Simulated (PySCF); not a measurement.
A structure optimised at PBE-D3(BJ)/def2-SVP, used in a PySCF frequency run:

```xyz
10

C     -2.3857    -0.0112    -1.4232
C     -1.6146    -0.2312    -0.1632
F     -2.4247    -0.4177     0.9081
C     -0.2998    -0.2596    -0.0205
C      1.0096    -0.2470     0.0772
F      1.7900    -1.3270    -0.0537
Cl     1.9561     1.1802     0.3945
H     -1.7117     0.1405    -2.2848
H     -3.0426    -0.8837    -1.6215
H     -3.0436     0.8760    -1.3121
```

Problem. Write its SMILES and formula.

Solution. CC(F)=C=C(F)Cl, C₄H₃ClF₂

Problem. What are its rotational constants (standard atomic weights)?

Solution. 3.8507, 0.99853, 0.94104 GHz
